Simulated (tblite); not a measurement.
Compound: C₆H₆NO (doublet state).
SMILES with atom numbers: `[CH3:1][C:2](=[O:3])[c:4]1[c:5][nH:6][cH:7][cH:8]1` (hydrogens: H9, H10, H11 on C1; H12 on N6; H13 on C7; H14 on C8)
Bond orders are those of one Lewis drawing.

Computed with GFN2-xTB (tblite), gas phase: L-BFGS steps from a force-field or distance-geometry start until the largest atomic force falls under 0.01 eV/Å.

At the end of the run (lengths in Å): C5–N6 1.336, C2=O3 1.212, C1–C2 1.514, C8–H14 1.071, C4–C8 1.436, C1–H9 1.086, C7–C8 1.362, C1–C2–C4 114.2°, O3–C2–C4 123.4°, C2–C4–C5 129.4°, C4–C5–N6 111.3°, C1–C2–C4–C5 0°.

Task: These geometries were met on the way; a selection of coordinates is given. Order them by energy above the end point, lowest first.
A. C5–N6 1.331, C2=O3 1.216, C1–C2 1.521, C8–H14 1.075, C4–C8 1.449, C1–H9 1.086, C7–C8 1.362, C1–C2–C4 117.1°, O3–C2–C4 122.1°, C2–C4–C5 129.1°, C4–C5–N6 111.4°, C1–C2–C4–C5 1°
B. C5–N6 1.332, C2=O3 1.190, C1–C2 1.525, C8–H14 1.077, C4–C8 1.450, C1–H9 1.088, C7–C8 1.362, C1–C2–C4 116.3°, O3–C2–C4 122.3°, C2–C4–C5 129.2°, C4–C5–N6 111.0°, C1–C2–C4–C5 1°
C. C5–N6 1.364, C2=O3 1.234, C1–C2 1.495, C8–H14 1.089, C4–C8 1.433, C1–H9 1.098, C7–C8 1.372, C1–C2–C4 118.1°, O3–C2–C4 120.5°, C2–C4–C5 126.6°, C4–C5–N6 109.0°, C1–C2–C4–C5 0°
D. C5–N6 1.337, C2=O3 1.211, C1–C2 1.517, C8–H14 1.070, C4–C8 1.437, C1–H9 1.088, C7–C8 1.362, C1–C2–C4 116.5°, O3–C2–C4 122.3°, C2–C4–C5 129.5°, C4–C5–N6 111.7°, C1–C2–C4–C5 1°
E. C5–N6 1.337, C2=O3 1.213, C1–C2 1.516, C8–H14 1.072, C4–C8 1.439, C1–H9 1.088, C7–C8 1.363, C1–C2–C4 115.4°, O3–C2–C4 123.0°, C2–C4–C5 130.2°, C4–C5–N6 111.5°, C1–C2–C4–C5 0°

Result: E (0.005 eV), D (0.012 eV), A (0.025 eV), B (0.048 eV), C (0.091 eV).

```tsv
step	E above end (eV)	rms distance from the end, all atoms (Å)	largest force (eV/Å)	rms shift of all bonds from the end (Å)
9	0.005	0.030	0.098	0.002
5	0.012	0.039	0.149	0.002
2	0.025	0.044	0.410	0.005
1	0.048	0.046	1.872	0.008
0	0.091	0.048	1.932	0.013
```

Rows stand in the order of the answer.
